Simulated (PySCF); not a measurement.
Gas-phase reaction: GeF₄ + F₂ + 2 GeH₃ ⇌ 3 GeH₂F₂

Energies from PySCF (xtb for GFN2), thermal terms from the rigid-rotor harmonic-oscillator model, ideal gas at 1 bar. † marks an energy on the PBE0/def2-TZVP geometry and frequencies; other levels use their own. CCSD(T) freezes the core. 6-31G* has spherical d functions here. Open shells (unrestricted): GeH₃ (multiplicity 2); the rest are closed-shell singlets. GFN2 has no spin-polarisation term. B3LYP is the form with VWN-RPA correlation. Ge: all electrons, no relativistic terms. GeH₃, GeH₂F₂: computed as isolated molecules; such fragments, hydroxides, amides, oligomers or adducts are transient or little studied in the gas. CCSD(T) isn't extrapolated to the basis-set limit.

```csv
level,"ΔH°(298 K), kJ"
B3LYP/6-31G*,-868
BLYP/def2-TZVP†,-884
CCSD(T)/def2-SVP†,?
CCSD(T)/def2-TZVPP†,?
GFN2-xTB,-1010
HF/6-31G*,?
PBE/def2-TZVP†,-881
r2SCAN/def2-TZVP†,?
ωB97M-V/def2-TZVP†,-923
```

Question: Fill in the missing entries.

Answer: 
- CCSD(T)/def2-SVP†, ΔH°(298 K), kJ: -888
- CCSD(T)/def2-TZVPP†, ΔH°(298 K), kJ: -918
- HF/6-31G*, ΔH°(298 K), kJ: -877
- r2SCAN/def2-TZVP†, ΔH°(298 K), kJ: -902
